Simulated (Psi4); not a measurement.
Cl5Ta, triplet, at a GFN2-xTB geometry (such geometries of metal compounds can be far from the true shape) (the multiplicity is a formal guess) (core potentials on Ta). Base run: Psi4 with SVWN/def2-SV(P).

Psi4 was given this input:
```
memory 2 GB

molecule mol {
0 3
Ta    0.110106   -0.020191    0.238663
Cl    1.126514   -0.237364    2.239855
Cl   -1.691212    0.629048   -1.573658
Cl    0.801845    2.110504   -0.069581
Cl    0.510351   -0.590219   -2.151818
Cl   -1.220307   -1.825266    0.530357
}

set {
  basis def2-sv(p)
  reference uks
}

energy('svwn')
print_variables()
```

The base run was repeated with changes; each row names its change, and settings that it needs were set with it.

| change | ΔE vs base (mEh) | point group used | SCF cycles |
|---|---|---|---|
| base | 0.000 | c1 | 12 |
| molecule keys = no_reorient | 0.000 | c1 | 12 |
| molecule keys = symmetry c1, no_reorient, no_com | 0.000 | c1 | 11 |
| molecule keys = symmetry c1 | 0.000 | c1 | 12 |
| jitter_ang = 0.002 | -0.069 | c1 | 11 |

Open shells are given as the SCF converged; they aren't shown to be the lowest states, and a large step between rows can be another state.
